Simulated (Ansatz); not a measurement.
Reaction (ligand exchange at the Si–F bond): `F[SiH2]Cl` + `CCS` → `CCS[SiH2]Cl` + H–F

Program: Ansatz. Geometries: PBE0-D4/def2-TZVP. ΔE: electronic, gas phase. CCSD(T)/CBS adds triple-zeta CCSD(T) − MP2 to the extrapolated MP2 energy (def2 sets, frozen cores). This one scheme is used for every species. Functionals use def2-TZVPP. Each species was taken in one conformer, which may not be the lowest.

```json
{"species": "`F[SiH2]Cl`", "r2SCAN energy (Eh)": "-850.82083"}
{"species": "`CCS`", "r2SCAN energy (Eh)": "-477.97678"}
{"species": "`CCS[SiH2]Cl`", "r2SCAN energy (Eh)": "-1228.32092"}
{"species": "H–F", "r2SCAN energy (Eh)": "-100.44665"}
```

(1) Work out ΔE.

Largest T1 diagnostic among the species: 0.010.

Results:

(1) ΔE = (-1228.32092) + (-100.44665) − (-850.82083) − (-477.97678) = 0.03004 Eh = +78.9 kJ/mol. CCSD(T)/CBS gives +72.4 kJ/mol.

The D4 term adds −15.6 kJ/mol with B3LYP and −8.9 kJ/mol with PBE0; it sums over pairs of atoms, weighted by their polarisabilities, and B3LYP, whose exchange is more repulsive, gets the larger term. In def2-TZVPP, CCSD(T) changes the Hartree–Fock value by −30.1 kJ/mol (the triples alone add −5.7 kJ/mol) and MP2 by −36.0 kJ/mol.

B3LYP here is the variant with VWN-RPA as its local correlation; programs differ in this.
